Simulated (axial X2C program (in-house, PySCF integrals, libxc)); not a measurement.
GaTa at several levels of theory

Calculated with an in-house relativistic program for diatomic molecules. Spin-free means the one-electron spin-free X2C Hamiltonian; two-component (2c) means X2C with spin–orbit coupling and atomic mean-field two-electron Coulomb and Gaunt terms, so the difference of the two also holds small scalar two-electron terms. Basis: Ta dyall-cv3z [13s14p9d7f4g], Ga dyall-cv3z [9s9p7d4f1g] (cores contracted in-house); Gaussian nuclei, density fitting, unrestricted open shells. Masses: Ta 180.948 u, Ga 68.926 u.

State, spin-free: M_S = 2, Λ = 2 (beyond evenly filled blocks: σα, π+α, π-α, δ+α); electrons by block: σα: 21, σβ: 20, π+α: 11, π+β: 10, π-α: 11, π-β: 10, δ+α: 5, δ+β: 4, δ-α: 4, δ-β: 4, φ+α: 1, φ+β: 1, φ-α: 1, φ-β: 1. Fragments: Ta + Ga.

State, 2c: Ω = 4 (⟨Sz⟩ = 1.97, ⟨Lz⟩ = 2.03 at PBE0); electrons by block: 1/2: 31, -1/2: 31, 3/2: 15, -3/2: 14, 5/2: 6, -5/2: 5, 7/2: 1, -7/2: 1. Fragments: Ta + Ga.

```tsv
Hamiltonian	level	Re (Å)	ωe (cm⁻¹)	ωexe (cm⁻¹)	Be (cm⁻¹)	αe (cm⁻¹)	De (eV)	k (mdyn/Å)	μ (D)
spin-free	PBE0	2.606	195.7	0.515	0.04974	0.000175	2.02	1.13	-0.34
spin-free	HF	2.642	192.1	n/a	0.0484	0.000173	0.757	1.09	0.97
spin-free	CCSD	2.649	189.5	0.68	0.04814	0.00018	1.51	1.06	n/a
spin-free	CCSD(T)	2.654	187.6	0.646	0.04794	0.000179	1.65	1.03	n/a
spin-free	PBE50	2.585	202.5	0.583	0.05054	0.00018	1.74	1.21	-0.24
2c	PBE0	2.608	194.5	0.514	0.04967	0.000176	n/a	1.11	-0.29
2c	PBE50	2.586	201.3	0.603	0.05049	0.000183	n/a	1.19	-0.19
```

Correlated methods: 8 electrons correlated (number of frozen shells: Ta 5 s, 4 p, 2 d, 1 f; Ga 3 s, 2 p, 1 d), 378 virtual spin orbitals or spinors in MP2, 90 natural virtuals in coupled cluster.

Dipoles are positive if Ga is the positive end.

The state is one determinant whose occupation by symmetry is held fixed; it was picked as the lowest of a PBE0 search that is not exhaustive. Dissociation energies refer to the lowest single-determinant-based atoms at the same level and basis. De is not given where an atomic determinant may have missed its ground term or J level, or where the truncated virtual space spoils (T). Density functionals use the spin component along the axis (collinear). Coupled cluster ran in a truncated set of natural virtual spinors; the MP2 energy of the rest was added. (T) has no such correction and the atoms are truncated less, which lowers De at CCSD(T) by a hundredth of an eV or more. Other states lie close and PBE0, whose exact exchange favours high spin, may order them wrongly; the determinant shown need not be the ground state. The nearest other spin-free determinant of the search, M_S = 3, Λ = 0, lies 0.25 eV up at the distance of the search. Without a current term, density functionals place determinants with orbital angular momentum somewhat too high. With several unpaired electrons one determinant need not be a pure state. A state of lower Ω lies just above, and one determinant can place such states too high, so the state shown need not be the lowest. The search has Ω = 3 only 0.04 eV up. The outer-core s and p shells of the metal are frozen in the correlated rows, which leaves out core–valence correlation; for alkali and alkaline-earth bonds that tends to lengthen them. Open-shell Ω = 0 determinants with evenly filled partner blocks cannot be reached by this program, so the Ω shown need not be the lowest component. The determinant is spin-polarised beyond a pure state at some levels (its spin-free form has ⟨S²⟩ too high), which makes Re and μ there less reliable. The T1 diagnostic is large, a sign of multireference character. The stretched end of a curve changes character and is left out. With the outer-core shells frozen, correlated bond lengths of heavy atoms tend to come out a few hundredths of an ångström too long.

No reliable constants came from CCSD (2c), CCSD(T) (2c), HF (2c), MP2 (2c), MP2 (spin-free): no minimum in range, unconverged points, a curve that is not smooth, a change of character along it, or the two Hamiltonians disagreeing along it.

Rough cost a point (2c) on 1 thread(s) of a shared host, integrals apart: PBE0 2.6 s, PBE50 3 s.

The whole task took 6.8 min on 1 thread of Intel(R) Xeon(R) 6975P-C (Granite Rapids) (shared host).
